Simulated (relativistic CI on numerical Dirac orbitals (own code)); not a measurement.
## One change at a time: Re⁷³⁺

Base calculation: Dirac-Coulomb-Breit CI, KLI orbitals optimised for each configuration, QED by a radiative potential, unscaled Slater integrals.

Configuration list: 1s2, 1s 2s, 1s 2p, 1s 3s, 1s 3p, 1s 3d, 1s 4s, 1s 4p, 1s 4d, 1s 4f, 1s 5s, 1s 5p, 1s 5d, 1s 5f, 1s 5g, 1s 6s, 1s 6p, 1s 6d, 2s2. Levels of other configurations are missing.

Variants: (1) valence Slater integrals scaled by 0.9; (2) Breit term removed; (3) non-relativistic limit. Shifts of the energy above 1s2 1S_0, in eV, for the lowest level and the first level of each name with at least 55 % of one term (blank where a level changes its place among those of its configuration and J or its character, or is not in the variant):

```tsv
Level	Base	Δ(1)	Δ(2)	Δ(3)
1s2 1S_0	0.0	0.0	0.0	0.0
1s 2s 3S_1	60745.2	+3.1	+166.8	-4241.5
1s 2p 3P°_1	60862.7	-0.4	+164.8	-4283.3
1s 2s 1S_0	60902.2	-9.2	+131.8	-4310.7
1s 2p 3P°_0	60905.2	+1.9	+99.3	-4325.8
1s 2p 3P°_2	62537.2	+1.5	+163.1	-5957.7
1s 2p 1P°_1	62588.2	-2.7	+154.3	-5940.8
1s 3s 3S_1	72523.5	+0.8	+166.7	-5582.8
1s 3p 3P°_1	72554.8	-0.1	+166.1	-5593.0
1s 3s 1S_0	72565.3	-2.4	+156.7	-5601.5
1s 3p 3P°_0	72565.8	+0.5	+149.0	-5604.0
1s 3p 3P°_2	73053.4	+0.4	+165.8	-6091.6
1s 3d 3D_2	73063.1	0.0	+168.2	-6088.4
1s 3d 3D_1	73067.5	0.0	+163.6	-6092.8
```

At this charge energies of transitions that change n are usually good to better than 1 %, and those within a shell (Δn = 0) to a few per cent.

Ionisation energy from the two ground configurations alone: base 81552.2 eV; Breit term removed 81719.2 eV. The NIST ASD value (theoretical) is 81556.6 eV.

LS names give the leading component of a level, which can be under half, so a name can repeat, a term be missing and a line seem to break the LS rules.
